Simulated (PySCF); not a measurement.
C₂H₆BNO₂.

```xyz
12

C      1.2344     0.5832    -1.7419
C      1.5436     0.2828    -0.4635
O      0.7052     0.2111     0.5961
B     -0.6377    -0.1814     0.5860
N     -1.1945    -0.9175    -0.4923
O     -1.3239     0.1894     1.7208
H      0.2076     0.8132    -2.0621
H      2.0395     0.6351    -2.4875
H      2.5917     0.0981    -0.1650
H     -2.1405    -1.2918    -0.5048
H     -0.6234    -1.2037    -1.2873
H     -2.2434    -0.1219     1.7191
```
Charge 0, spin multiplicity 1.

Coordinates come from a PBE-D3(BJ)/def2-SVP optimisation. This is a generated structure with no PubChem entry under its InChIKey; it may be hypothetical. Other conformers were not sampled.

All values below come from B3LYP/pcSseg-1 run with PySCF. Non-relativistic, no solvent.

Computed absolute GIAO shielding of each atom: isotropic value and principal components (ppm):
```json
[
 {"atom": "C1", "σ(iso)": "79.4", "σ11": "-26.9", "σ22": "110.6", "σ33": "154.5", "span": "181.4"},
 {"atom": "C2", "σ(iso)": "17.4", "σ11": "-98.7", "σ22": "53.4", "σ33": "97.4", "span": "196.1"},
 {"atom": "O3", "σ(iso)": "161.3", "σ11": "86.1", "σ22": "111.5", "σ33": "286.4", "span": "200.3"},
 {"atom": "B4", "σ(iso)": "76.7", "σ11": "55.5", "σ22": "85.5", "σ33": "89.3", "span": "33.7"},
 {"atom": "N5", "σ(iso)": "209.5", "σ11": "171.9", "σ22": "203.5", "σ33": "253.1", "span": "81.2"},
 {"atom": "O6", "σ(iso)": "238.4", "σ11": "170.8", "σ22": "264.6", "σ33": "279.9", "span": "109.1"},
 {"atom": "H7", "σ(iso)": "26.6", "σ11": "23.5", "σ22": "25.7", "σ33": "30.6", "span": "7.1"},
 {"atom": "H8", "σ(iso)": "26.8", "σ11": "25.0", "σ22": "26.1", "σ33": "29.3", "span": "4.4"},
 {"atom": "H9", "σ(iso)": "24.7", "σ11": "21.4", "σ22": "25.5", "σ33": "27.1", "span": "5.7"},
 {"atom": "H10", "σ(iso)": "29.6", "σ11": "24.1", "σ22": "26.6", "σ33": "38.1", "span": "14.0"},
 {"atom": "H11", "σ(iso)": "28.6", "σ11": "21.3", "σ22": "28.1", "σ33": "36.4", "span": "15.1"},
 {"atom": "H12", "σ(iso)": "28.7", "σ11": "22.2", "σ22": "26.1", "σ33": "37.9", "span": "15.6"}
]
```
